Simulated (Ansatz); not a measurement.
Start from `NC1CO1` and change one atom or group to get `[F][Zn][CH]1CO1`.

Ansatz, PBE0-D4/def2-TZVP geometries, multiplicity 1. Each molecule was computed in one conformer, which needn't be the lowest.

Scalar relativity is left out up to krypton.

```csv
property,`NC1CO1`
size of the dipole moment (B3LYP/def2-TZVPP) / D,1.00
HOMO energy (B3LYP/def2-TZVPP) / eV,-7.02
"ideal-gas entropy at 298 K and 1 bar (rigid rotor, harmonic PBE0-D4/def2-TZVP) / J/(mol·K)",275
HOMO–LUMO gap (PBE0/def2-TZVPP) / eV,8.55
LUMO energy (PBE/def2-TZVPP) / eV,0.46
HOMO energy (PBE/def2-TZVPP) / eV,-5.73
```

(1) What does the change do to each property? (An estimate is asked.)

## Answers

(1) Ansatz gave: 
```tsv
property	`[F][Zn][CH]1CO1`	shift
size of the dipole moment (B3LYP/def2-TZVPP) / D	2.90	1.90
HOMO energy (B3LYP/def2-TZVPP) / eV	-7.52	-0.50
ideal-gas entropy at 298 K and 1 bar (rigid rotor, harmonic PBE0-D4/def2-TZVP) / J/(mol·K)	328	53
HOMO–LUMO gap (PBE0/def2-TZVPP) / eV	7.00	-1.55
LUMO energy (PBE/def2-TZVPP) / eV	-1.58	-2.04
HOMO energy (PBE/def2-TZVPP) / eV	-6.27	-0.54
```

With PBE0 the HOMO falls by 0.46 eV and the LUMO falls by 2.01 eV, so the gap narrows by about 1.55 eV. PBE moves the HOMO by -0.54 eV and ωB97M-V by -0.41 eV. The zero-point energy changes by -68.2 kJ/mol with -3 modes. Dipoles are sizes alone; their direction can turn.

B3LYP here is the variant with VWN-RPA as its local correlation; programs differ in this.
